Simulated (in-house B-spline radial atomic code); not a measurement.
Configurations of Ar, with energies counted from [Ne] 3s2 3p6. Computed with a B-spline radial code for spherical atoms: Dirac-Hartree-Fock, average of configuration, Fermi nucleus of rms radius 3.4274 fm. Energies include first-order Breit, QED and recoil terms.

Occupations are held fixed; configurations that lie above the ionisation limit could autoionise.

| configuration | E - E(ref) (eV) | highest orbital | its <r> (bohr) |
| --- | --- | --- | --- |
| [Ne] 3s2 3p5 5s1 | 13.141 | 5s1/2 | 12.77 |
| [Ne] 3s2 3p5 3d1 | 13.161 | 3d3/2 | 9.423 |
| [Ne] 3s2 3p5 6g1 | 14.375 | 6g9/2 | 44 |
| [Ne] 3s1 3p6 5d1 | 32.835 | 5d3/2 | 31.62 |
| [Ne] 3s1 3p6 7p1 | 32.943 | 7p3/2 | 42.22 |
| [He] 2s2 2p5 3s2 3p6 4d1 | 247.98 | 4d3/2 | 18.94 |
| [He] 2s2 2p5 3s2 3p6 4f1 | 248.03 | 4f7/2 | 18 |
| [He] 2s2 2p5 3s2 3p6 6d1 | 248.49 | 6d3/2 | 47.67 |
| [He] 2s2 2p5 3s2 3p6 6f1 | 248.51 | 6f5/2 | 47.99 |
| [He] 2s2 2p5 3s2 3p6 6g1 | 248.51 | 6g9/2 | 44 |
| [He] 2s2 2p5 3s2 3p6 7d1 | 248.59 | 7d3/2 | 66.58 |

(1) Order these further configurations by energy, lowest first.
A. [Ne] 3s2 3p5 6d1
B. [Ne] 3s1 3p6 5g1
C. [Ne] 3s2 3p5 5g1
D. [He] 2s2 2p5 3s2 3p6 7s1
E. [He] 2s2 2p5 3s2 3p6 7g1

(2) How far above the reference does [Ne] 3s2 3p5 7s1 lie?

(3) How far above the reference does [Ne] 3s1 3p6 6p1 lie?

(4) How far above the reference does [Ne] 3s2 3p5 7d1 lie?

Answers

(1) C (14.209 eV), A (14.357 eV), B (32.872 eV), D (248.32 eV), E (248.61 eV).

(2) 14.19 eV; its least bound orbital is 7s1/2 with <r> = 36.3 bohr.

(3) 32.699 eV; its least bound orbital is 6p3/2 with <r> = 27.61 bohr.

(4) 14.463 eV; its least bound orbital is 7d3/2 with <r> = 67.21 bohr.
